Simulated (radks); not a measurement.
Initial-state core-level shifts of the zirconium ion Zr+ when its valence configuration changes from [Kr] 4d2 5s1. Method: Dirac Kohn-Sham, BLYP, spin-unpolarised, spherical densities, point nucleus; open shells fill j = l - 1/2 first; computed with a radial shooting solver on a logarithmic mesh with Libxc functionals. Shifts are changes of the shell-averaged eigenvalues in eV (positive: less bound).

| valence | 2p | 3s | 4s | 4p |
|---|---|---|---|---|
| 4d1 5s1 5p1 | -4.611 | -4.545 | -4.181 | -3.968 |
| 4d2 5p1 | -1.095 | -1.106 | -1.088 | -1.073 |
| 4d3 | +2.863 | +2.827 | +2.641 | +2.491 |
| 4d2.5 5p0.5 | +0.970 | +0.943 | +0.839 | +0.764 |
| 4d1 5p2 | -5.690 | -5.633 | -5.229 | -4.994 |
| 4d1 5s2 | -3.488 | -3.415 | -3.088 | -2.895 |
| 4d2.5 5s0.5 | +1.511 | +1.490 | +1.381 | +1.301 |
| 4d1.5 5s1.5 | -1.669 | -1.638 | -1.494 | -1.403 |
| 5s1 5p2 | -9.757 | -9.571 | -8.629 | -8.152 |
